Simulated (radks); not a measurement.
These are the eigenvalues of the occupied orbitals of an atom or ion with whole-number occupations (hartree). All-electron calculation, Dirac Kohn-Sham, PBEsol, spin-unpolarised, spherical densities, point nucleus. Program: a radial shooting solver on a logarithmic mesh with Libxc functionals.

orbital  eigenvalue
1s1/2     -430.5015
2s1/2     -54.86768
2p1/2     -49.06526
2p3/2     -47.72322
3s1/2      -7.27321
3p1/2      -5.32459
3p3/2      -5.13992
3d3/2      -1.80518
3d5/2      -1.77836
4s1/2      -0.79628
4p1/2      -0.43637
4p3/2      -0.42394
4f5/2      -0.01574
4f7/2      -0.01574

Which element is it, and in what charge state? The configuration may be excited. Open shells, if any, are shared by 2j + 1.

Answer. Z = 33, arsenic, charge 0: As in [Ar] 3d10 4s2 4p2 4f1. The list shows which subshells hold electrons but not how many an open one holds; the 1s level, -430.5 hartree, gives Z - s = 29.3 by -(Z - s)^2/2, which with screening and relativity narrows Z to a few neighbours, and the depths of the outer levels then fix element, charge and occupations together.
